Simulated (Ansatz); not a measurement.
Problem. Name a neutral molecule of B, C, Cl, N, Se and H with LUMO energy (PBE0/def2-TZVPP) between -0.45 and -0.15 eV and LUMO energy (ωB97M-V/def2-TZVPP) between 1.45 and 1.75 eV (Ansatz, PBE0-D4/def2-TZVP geometry).

Solution. `ClB1NC[Se]1` (-0.39 eV, 1.51 eV). Other molecules can fit too; these were computed, each in one conformer that needn't be the lowest.
